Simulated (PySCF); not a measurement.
Species: H8NOSi3 (doublet state).
SMILES with atom numbers: `[SiH3:1][NH:2][SiH:3][O:4][SiH3:5]` (hydrogens: H6, H7, H8 on Si1; H9 on N2; H10 on Si3; H11, H12, H13 on Si5)

Geometry (GFN2-xTB, Å), atoms numbered from 1 in this order:
```
atom  x, y, z in Å
Si1   -2.6564   -0.1773   -0.6622
N2    -0.9495   -0.2759   -0.4036
Si3   -0.0904   -0.5904    1.0641
O4     1.4988   -0.3811    0.7780
Si5    2.8160    0.2711    0.1062
H6    -3.1009    1.2227   -0.6888
H7    -2.9574   -0.8053   -1.9503
H8    -3.2566   -0.8836    0.4655
H9    -0.3669   -0.0722   -1.2023
H10   -0.4427    0.3802    2.0984
H11    2.7606    1.7230    0.2816
H12    2.8142   -0.0722   -1.3172
H13    3.9267   -0.3385    0.8290
```

The hyperfine couplings belong to this conformer and change with its torsions.

Method: PySCF, UKS B3LYP, pcH-1 on H N O Si, non-relativistic, mean-field spin-orbit, GIAO. Geometry: GFN2-xTB, one conformer, isolated molecule. Couplings are sensitive to structure, and on GFN2-xTB geometries they can be far from those on DFT ones, by a factor of two or more for some ions and for spin on atoms past the first row. Stability of the SCF solution: not tested.

What is the g tensor, term by term?

```csv
Δg (ppm),1,2,3
relativistic mass correction,-162,-162,-162
gauge correction,63,17,78
orbital Zeeman/spin–orbit,-1075,94,335
total,-1174,-51,251
```

So g = 2.00114, 2.00227, 2.00257 and g_iso = 2.00199; the tensor is rhombic: the two nearest values differ by 21 % of g3 − g1. Axes: g3 points within 7° of the Si3–O4 bond.

What are the electron Larmor frequencies g μB B/h along the three axes at 330 mT?

9.2428, 9.2480, 9.2494 GHz for g1, g2 and g3, a range of 6.6 MHz.

What effective moment and Curie constant follow for a powder?

With the mean of g² = 4.0080 and S(S+1) = 0.75: μ_eff = √(⟨g²⟩S(S+1)) = 1.734 μB and χT = 0.12505·⟨g²⟩·S(S+1) = 0.376 cm³ K/mol (cgs; spin-Hamiltonian part alone).

In a frozen sample, at which fields do the three g values resonate at 9.5, 34, 94 and 263 GHz (hyperfine left aside), and which band first spreads them over more than twice a line width of 0.5 mT?

```
band    GHz  B(g3) mT  B(g2) mT  B(g1) mT  spread mT
   X    9.5    338.94    338.99    339.18       0.24
   Q   34.0   1213.05   1213.24   1213.92       0.86
   W   94.0   3353.73   3354.24   3356.12       2.39
   J  263.0   9383.32   9384.73   9390.00       6.68
```

The spread grows in proportion to the frequency. W band is the first where it exceeds 1.0 mT.

The largest Mulliken spin populations are on Si3 (+0.76), H10 (+0.11) and N2 (+0.08). No atom but Si3 exceeds +0.15. The angles at Si3 add up to 325.2°, so it is pyramidal.

The HOMO–LUMO gaps are 5.18 eV among the α and 5.32 eV among the β orbitals.

The run took 63 s (with the writing of density and orbital grids) on one thread, Arm Neoverse V1 (aarch64), no GPU (shared host), and the process peaked at 0.77 GiB of memory.
